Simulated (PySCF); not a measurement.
Radial density of Al (aluminium, neutral)

UHF, [Ne] 3s2 3d1, 2D determinant (an excited configuration). All numbers are calculated (PySCF 2.14, the spin-free X2C one-electron Hamiltonian (Gaussian nucleus), in aug-cc-pVTZ-DK (6s5p3d2f, 50 functions)).

| r (bohr) | 4πr²ρ (e/bohr) | 4πr²(ρα − ρβ) |
| --- | --- | --- |
| 0.00168 | 0.05582 | 0.0000 |
| 0.00283 | 0.1471 | 0.0000 |
| 0.00475 | 0.3833 | 0.0000 |
| 0.00800 | 0.9716 | 0.0000 |
| 0.0135 | 2.340 | -0.0001 |
| 0.0226 | 5.142 | -0.0002 |
| 0.0381 | 9.673 | -0.0004 |
| 0.0640 | 14.01 | -0.0004 |
| 0.108 | 13.50 | -0.0002 |
| 0.181 | 8.942 | -0.0001 |
| 0.305 | 10.33 | -0.0012 |
| 0.512 | 12.39 | -0.0014 |
| 0.862 | 5.326 | 0.0003 |
| 1.45 | 1.160 | -0.0010 |
| 2.44 | 0.8942 | 0.0258 |
| 4.10 | 0.2699 | 0.1093 |
| 6.90 | 0.1933 | 0.1908 |
| 11.6 | 0.008436 | 0.0084 |

Densities and radii are taken from the X2C orbitals without a picture-change correction, which distorts them close to the nucleus.

The outer electron is Rydberg-like, and this basis confines it to a smaller radius and binds it less than a complete one would.
